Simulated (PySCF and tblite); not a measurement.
Values are calculated unless marked as measured or tabulated.
Stationary points of C7H13 (charge +1) at PBE0-D3(BJ)/def2-SVP, in Å:

Structure A

```
 1 C     0.681    1.333   -0.320
 2 C    -0.769    1.298   -0.583
 3 C    -1.570    0.230    0.159
 4 C    -1.111   -1.180   -0.195
 5 C     0.299   -1.525    0.286
 6 C     1.352   -0.495   -0.089
 7 C     1.312    0.833    0.840
 8 H     1.317    1.839   -1.061
 9 H    -1.085    2.322   -0.284
10 H    -0.947    1.260   -1.670
11 H    -2.626    0.357   -0.120
12 H    -1.529    0.397    1.249
13 H    -1.168   -1.312   -1.290
14 H    -1.811   -1.913    0.232
15 H     0.314   -1.669    1.378
16 H     0.612   -2.484   -0.155
17 H     1.309   -0.294   -1.188
18 H     2.402   -0.811    0.020
19 H     2.316    1.201    1.067
20 H     0.696    0.626    1.720
```

Structure B

```
 1 C     0.459    1.546   -0.428
 2 C    -0.894    1.261   -0.628
 3 C    -1.632    0.153    0.050
 4 C    -1.037   -1.220   -0.312
 5 C     0.271   -1.563    0.394
 6 C     1.477   -0.690    0.060
 7 C     1.355    0.782    0.491
 8 H     0.892    2.325   -1.071
 9 H    -0.495    2.229    0.171
10 H    -1.403    1.841   -1.410
11 H    -2.690    0.212   -0.235
12 H    -1.591    0.286    1.145
13 H    -0.920   -1.295   -1.406
14 H    -1.794   -1.970   -0.041
15 H     0.106   -1.548    1.486
16 H     0.527   -2.605    0.148
17 H     1.707   -0.742   -1.018
18 H     2.361   -1.095    0.574
19 H     2.338    1.270    0.507
20 H     0.963    0.825    1.523
```

Level: PBE0/pcSseg-1 + D3(BJ), IEF-PCM chloroform on PBE0-D3(BJ)/def2-SVP stationary points, with GFN2-xTB thermal terms.

Task: Which structure is a saddle point, and along which motion?

Result: B: one imaginary mode (591i cm⁻¹ at GFN2-xTB, mostly on H9, C1, C2), along the shift of hydrogen on C2 from C2 to C1.

Task: Give their symmetry and energies above the lowest.

Result: A C1, 0.0 kcal/mol; B Cs, 4.4 kcal/mol.

The ion is treated without a counter-ion.
